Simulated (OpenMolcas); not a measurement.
# 3d⁵ along the 23-electron sequence

| Item | Value |
| --- | --- |
| Program | OpenMolcas |
| Method | CASSCF |
| Basis | ANO-R3 |
| Scalar Hamiltonian | X2C, finite nucleus |
| Spin-orbit coupling | state interaction with AMFI integrals over the reference wave functions, term energies averaged over their components |

Active space for each ion: 5 electrons in 5 orbitals (3d).

Computed levels in cm-1 above ⁶S_5/2:

```tsv
Level	Fe3+	Co4+	Ni5+	Cu6+
⁴G_5/2	37537	42453	47143	51670
⁴G_7/2	37562	42495	47211	51777
⁴G_11/2	37568	42506	47229	51805
⁴G_9/2	37576	42519	47251	51840
⁴P_5/2	43184	48810	54125	59191
⁴P_3/2	43254	48928	54313	59477
⁴P_1/2	43336	49069	54541	59826
⁴D_7/2	46643	52736	58554	64182
⁴D_1/2	46721	52871	58774	64526
weight of ⁶S in the lowest level (%)	100	100	100	100
```

Measured, with the error of the calculation in %. Measured levels: Fe3+ from Corliss and Sugar, J. Phys. Chem. Ref. Data 11, 135 (1982); Co4+ from Sugar and Corliss, J. Phys. Chem. Ref. Data 10, 1097 (1981); Ni5+ from Corliss and Sugar, J. Phys. Chem. Ref. Data 10, 197 (1981); Cu6+ from the list in Gamrath, thesis, University of Mons (2023).

| Level | Fe3+ | Co4+ | Ni5+ | Cu6+ |
| --- | --- | --- | --- | --- |
| ⁴G_11/2 | 32246 (+16.5) | 37218 (+14.2) | 41921 (+12.7) |  |
| ⁴P_5/2 | 35254 (+22.5) | 40753 (+19.8) | 45884 (+18.0) | 50732 (+16.7) |
| ⁴P_3/2 | 35333 (+22.4) | 40891 (+19.7) | 46104 (+17.8) | 51067 (+16.5) |
| ⁴P_1/2 | 35407 (+22.4) | 41024 (+19.6) | 46325 (+17.7) | 51407 (+16.4) |
| ⁴D_7/2 | 38779 (+20.3) | 44709 (+18.0) | 50331 (+16.3) | 55742 (+15.1) |
| ⁴D_1/2 | 38897 (+20.1) | 44908 (+17.7) |  | 56210 (+14.8) |

⁴G_5/2 changes by a factor of 1.38 over the same range, with steps per unit of Z of +4920, +4690, +4530 cm-1.

Without dynamic correlation excited terms often stand tens of per cent too high (terms of higher spin than the ground term too low), and those without a measured partner can miss by more than the paired ones. Measured partners are found by configuration, term and J. A level has none where our copy of the source lacks it or the pairing is in doubt (some pairs that miss far off the trend of their configuration count as doubtful), and it then counts in no deviation. Only configurations of the active space appear.
